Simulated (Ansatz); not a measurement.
Molecular dynamics of BrH$_{2}$OSi

Input file:

```yaml
crystal:
  periodic: [false, false, false]
  atoms:
    - { symbol: O, position_ang: [-1.411728, -0.297805, 0.338405] }
    - { symbol: Si, position_ang: [0.129816, 0.137294, 0.0099] }
    - { symbol: Br, position_ang: [1.755521, -1.376108, 0.068795] }
    - { symbol: H, position_ang: [-1.100598, 0.048434, -0.998357] }
    - { symbol: H, position_ang: [0.676989, 1.414587, 0.539858] }
magnetization:
  spin_polarized: true
  initial_magnetization: 1
basis:
  gaussian: { orbitals: def2-SVP }
hamiltonian:
  xc: b3lyp
  dispersion: d4
md:
  timestep: 0.5
  n_steps: 200
  ensemble: nve
  temperature: 100.0
  initial_velocities: maxwell_boltzmann
  seed: 4050
```

Run as:

```bash
$ ansatz run input.yaml --threads 2 --pin off --max-ram 3072MiB --backend cpu --events-out ev --progress --plain --runs-dir out
```

It starts at the highest image of a converged band, a first-order saddle point between two minima.

Output, in part (step lines, the closing report, with atoms numbered from 0):

```
md step     0: t =     0.00 fs  T =   100.0 K  F+E_penalty+E_count = -79991.22221462 eV  E_kin = 0.038778 eV  conserved = -79991.18343662 eV  (30 SCF iters)
md step     1: t =     0.50 fs  T =    98.5 K  F+E_penalty+E_count = -79991.22160627 eV  E_kin = 0.038183 eV  conserved = -79991.18342320 eV  (27 SCF iters)
md step     2: t =     1.00 fs  T =    94.2 K  F+E_penalty+E_count = -79991.21991221 eV  E_kin = 0.036518 eV  conserved = -79991.18339435 eV  (27 SCF iters)
md step     3: t =     1.50 fs  T =    88.2 K  F+E_penalty+E_count = -79991.21757529 eV  E_kin = 0.034219 eV  conserved = -79991.18335616 eV  (28 SCF iters)
md step     4: t =     2.00 fs  T =    82.2 K  F+E_penalty+E_count = -79991.21520072 eV  E_kin = 0.031888 eV  conserved = -79991.18331305 eV  (28 SCF iters)
md step     5: t =     2.50 fs  T =    77.9 K  F+E_penalty+E_count = -79991.21347162 eV  E_kin = 0.030201 eV  conserved = -79991.18327049 eV  (28 SCF iters)
md step     6: t =     3.00 fs  T =    76.9 K  F+E_penalty+E_count = -79991.21306837 eV  E_kin = 0.029836 eV  conserved = -79991.18323229 eV  (28 SCF iters)
md step     7: t =     3.50 fs  T =    81.0 K  F+E_penalty+E_count = -79991.21460738 eV  E_kin = 0.031406 eV  conserved = -79991.18320112 eV  (28 SCF iters)
[... lines left out ...]
Total energy: -79991.81348824 eV, -2939.6449252941 hartree
Atom 0 at    -1.252663    -0.410577     0.416345 Å, force    -3.169539    -1.003232     1.029989 eV/Å
Atom 1 at     0.115020     0.176438    -0.055714 Å, force     3.335503     2.029929    -1.387986 eV/Å
Atom 2 at     1.718067    -1.374152     0.082120 Å, force     0.126711     0.081074    -0.092089 eV/Å
Atom 3 at    -0.231202     0.544292    -1.539491 Å, force     0.145532    -0.290462     0.759246 eV/Å
Atom 4 at     0.664112     1.462972     0.615819 Å, force    -0.438207    -0.817310    -0.309160 eV/Å
Dipole moment:     0.105820     0.303374    -0.114455 e Å
```

The steps, from the saved trajectory:

| time (fs) | T (K) | potential energy less start (eV) | conserved less start (meV/atom) |
| --- | --- | --- | --- |
| 0.0 | 100 | 0.000 | 0.00 |
| 3.0 | 77 | 0.009 | 0.04 |
| 6.0 | 210 | -0.042 | 0.05 |
| 9.0 | 609 | -0.197 | 0.04 |
| 12.0 | 1263 | -0.451 | -0.01 |
| 15.0 | 1884 | -0.692 | -0.12 |
| 18.0 | 1923 | -0.707 | -0.07 |
| 21.0 | 1663 | -0.606 | -0.02 |
| 24.0 | 1380 | -0.497 | -0.02 |
| 27.0 | 1139 | -0.403 | 0.00 |
| 30.0 | 1023 | -0.358 | 0.00 |
| 33.0 | 1075 | -0.378 | -0.02 |
| 36.0 | 1201 | -0.427 | -0.04 |
| 39.0 | 1264 | -0.452 | -0.06 |
| 42.0 | 1128 | -0.399 | -0.03 |
| 45.0 | 930 | -0.322 | -0.01 |
| 48.0 | 808 | -0.275 | -0.01 |
| 51.0 | 765 | -0.258 | 0.02 |
| 54.0 | 993 | -0.346 | 0.02 |
| 57.0 | 1453 | -0.525 | -0.06 |
| 60.0 | 1693 | -0.618 | -0.06 |
| 63.0 | 1614 | -0.587 | -0.04 |
| 66.0 | 1342 | -0.482 | -0.01 |
| 69.0 | 1131 | -0.400 | 0.03 |
| 72.0 | 1216 | -0.433 | -0.02 |
| 75.0 | 1321 | -0.474 | -0.03 |
| 78.0 | 1268 | -0.453 | -0.05 |
| 81.0 | 1016 | -0.355 | -0.01 |
| 84.0 | 807 | -0.274 | 0.02 |
| 87.0 | 832 | -0.284 | -0.03 |
| 90.0 | 875 | -0.301 | -0.01 |
| 93.0 | 1018 | -0.356 | -0.04 |
| 96.0 | 1158 | -0.410 | -0.01 |
| 99.0 | 1466 | -0.530 | -0.02 |

The run went to its last step. The conserved energy stayed within 0.12 meV per atom of its start (net change -0.051 meV per atom), so the integration is sound. The system heated up, since it started high on the potential surface and ran downhill. A run of 0.1 ps of so small a system gives no equilibrium averages.

The step under study would form Si2–H4 and break O1–H4. These pairs go: Si2–H4 1.59 → 1.57 Å, O1–H4 1.42 → 2.40 Å. In the last frame they stand as after the step (other bonds may differ from the relaxed reactants and products). It ends as one piece, BrH2OSi. Pairs count as bonded within 1.25 times the sum of covalent radii (0.12 Å more for H–H).

Last frame:

```xyz
5
Properties=species:S:1:pos:R:3
O -1.253 -0.411 0.416
Si 0.115 0.176 -0.056
Br 1.718 -1.374 0.082
H -0.231 0.544 -1.540
H 0.664 1.463 0.616
```

Run time: 9.1 min on 2 threads of Arm Neoverse V1 (shared host), peak memory 0.23 GiB.
